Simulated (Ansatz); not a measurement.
Born–Oppenheimer molecular dynamics of GeH$_{4}$OSSn (8 atoms, charge 0, multiplicity 1). It starts at the highest image of a converged band. Of that band: Neighbouring images differ by up to 1.5 eV, so the band resolves the path poorly. A vibrational analysis at the climbing image gives one clearly imaginary mode, 1517i cm⁻¹: a first-order saddle point.

Computed with Ansatz, RHF/def2-mTZVP.

```json
{
  "ensemble": "NVE (velocity Verlet)",
  "time step": "0.5 fs",
  "steps asked": "200",
  "starting velocities drawn for": "300 K",
  "seed": "7665"
}
```

First frame:

```xyz
8
Properties=species:S:1:pos:R:3
O 0.135 -0.518 1.171
Ge 0.710 1.129 1.137
S 0.058 1.042 -1.548
Sn -0.654 -1.036 -0.578
H 2.248 1.091 1.286
H -0.199 1.910 0.027
H 0.128 -2.428 -1.165
H -2.333 -1.247 -0.387
```

(1) How far do the bonds stretch over the last three quarters of this one trajectory? (Pairs bonded in most of those frames.)

Answers

(1) 
```
   bond  mean (Å)  spread (Å)  shortest  longest
 O1–Ge2     1.785       0.047      1.69     1.85
 O1–Sn4     1.975       0.071      1.86     2.07
 Ge2–S3     2.315       0.178      2.06     2.64
Ge2–Sn4     2.992       0.030      2.95     3.04
 Ge2–H5     1.608       0.130      1.33     1.86
 Ge2–H6     1.581       0.095      1.45     1.83
 S3–Sn4     2.460       0.096      2.35     2.61
 Sn4–H7     1.704       0.024      1.66     1.74
 Sn4–H8     1.705       0.032      1.65     1.76
```

Mean temperature of the second half: 2086 K. The conserved energy stayed within 0.51 meV per atom of its start (net change -0.42 meV per atom), so the integration is sound. The system heated up, since it started high on the potential surface and ran downhill. A run of 0.1 ps of so small a system gives no equilibrium averages. The orbitals stay closed-shell, which can raise the energy where a bond breaks towards radicals; this wasn't checked here.

Run time: 12 min on 2 threads of Arm Neoverse V1, on a shared host, peak memory 0.35 GiB.
